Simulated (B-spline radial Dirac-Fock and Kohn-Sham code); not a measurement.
## Two-hole binding energies of Se³⁺

System: Se³⁺ in the configuration [Ar] 3d10 4s2 4p1, inside a Watson sphere of charge -3 and radius 3 Å (a model of the Madelung potential; inside it an electron's potential energy is raised by 14.4 eV).

Input of the calculation (task.json; shells as n, l, electrons):

```json
{"items": [{
  "Z": 34,
  "q": 3,
  "cfg": [[1, 0, 2], [2, 0, 2], [2, 1, 6], [3, 0, 2], [3, 1, 6], [3, 2, 10], [4, 0, 2], [4, 1, 1]],
  "A": 80,
  "rrms": 4.14,
  "watson": [-3, 3.0],
  "do": ["binding", "quiet", "double"]
}]}
```

Launch: `python xray_run.py task.json out`

Level of theory: multi-electron Dirac-Fock with separately optimised hole states, Breit and Lamb-shift corrections added in first order; an atomic code on a B-spline grid. U is the two-hole binding energy less the two single-hole energies, the effective repulsion of the holes after relaxation. Each two-hole energy is an average over J within one jj subconfiguration.

| holes | E(a) (eV) | E(b) (eV) | E(ab) (eV) | U (eV) |
| --- | --- | --- | --- | --- |
| 1s⁻¹ 2p1/2⁻¹ | 12691.0 | 1509.8 | 14334.9 | 134.1 |
| 1s⁻¹ 2p3/2⁻¹ | 12691.0 | 1468.8 | 14288.9 | 129.1 |
| 2s⁻¹ 2p1/2⁻¹ | 1693.3 | 1509.8 | 3277.0 | 73.9 |
| 2s⁻¹ 2p3/2⁻¹ | 1693.3 | 1468.8 | 3235.2 | 73.0 |
| 2p1/2⁻² | 1509.8 | 1509.8 | 3117.4 | 97.7 |
| 2s⁻¹ 3p1/2⁻¹ | 1693.3 | 203.0 | 1931.9 | 35.6 |
| 2s⁻¹ 3p3/2⁻¹ | 1693.3 | 197.1 | 1925.6 | 35.2 |
| 2p1/2⁻¹ 3s⁻¹ | 1509.8 | 266.9 | 1812.5 | 35.8 |
| 2p3/2⁻¹ 3s⁻¹ | 1468.8 | 266.9 | 1771.5 | 35.7 |
| 2p1/2⁻¹ 3p3/2⁻¹ | 1509.8 | 197.1 | 1743.0 | 36.1 |
| 2p1/2⁻¹ 3d3/2⁻¹ | 1509.8 | 87.52 | 1631.2 | 33.8 |
| 2p3/2⁻¹ 3d3/2⁻¹ | 1468.8 | 87.52 | ? | ? |
| 3d3/2⁻² | 87.52 | 87.52 | 204.3 | 29.2 |
| 3d5/2⁻² | 86.68 | 86.68 | 202.7 | 29.3 |

Question: Give the missing two-hole energy and U.

Answer: E(ab) = 1591.4 eV and U = 35.1 eV.
